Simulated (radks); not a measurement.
The nickel ion Ni4+, 24 electrons, occupied as [Ne] 3s2 3p5.75 3d6 4d0.25 (fractional occupations, a model configuration). All-electron calculation, scalar-relativistic Kohn-Sham, exchange-only PBE, spin-unpolarised, spherical densities, finite nucleus; Fermi nuclear charge, rms radius 3.7757 fm. Program: a radial shooting solver on a logarithmic mesh with Libxc functionals.

Local quantities along the radius. ELF = 1/(1 + alpha^2) is the electron localisation function; alpha = (tau - tau_W)/tau_unif compares the Pauli kinetic energy density with that of the uniform gas; -r V(r) is the screened charge that the Kohn-Sham potential presents (atomic units). tau is taken from the large components.

r (bohr)    ELF    alpha  -r V(r)
0.001787  1.000  0.01686    27.86
0.002346  1.000  0.01700    27.80
0.003079  1.000  0.01751    27.72
0.004042  1.000  0.01849    27.62
0.005305  1.000  0.02009    27.48
0.006963  0.999  0.02261    27.31
0.009067  0.999  0.02646    27.09
0.0119    0.999  0.03286    26.79
0.01562   0.998  0.04383    26.41
0.0205    0.996  0.06402    25.93
0.02691   0.989   0.1049    25.32
0.03533   0.963   0.1969    24.57
0.04637   0.849   0.4225    23.65
0.06086   0.532   0.9375    22.55
0.07989   0.293    1.553    21.25
0.1049    0.369    1.308    19.78
0.1365    0.650   0.7333    18.22
0.1792    0.809   0.4853    16.43
0.2352    0.752   0.5738    14.54
0.3088    0.343    1.383    12.58
0.4053    0.206    1.960    10.62
0.532     0.580   0.8511    8.873
0.6983    0.773   0.5420    7.238
0.9166    0.714   0.6336    5.972
1.203     0.432    1.147    5.162
1.579     0.097    3.052    4.737
2.073     0.008    11.09    4.558
2.699     0.003    17.12    4.417
3.543     0.004    15.90    4.318
4.65      0.001    28.99    4.298
6.104     0.000    110.4    4.170

On this mesh the ELF has minima near r = 0.092, 0.35 bohr, which separate the shells, and maxima near 0.21 (0.81), 0.70 (0.77).
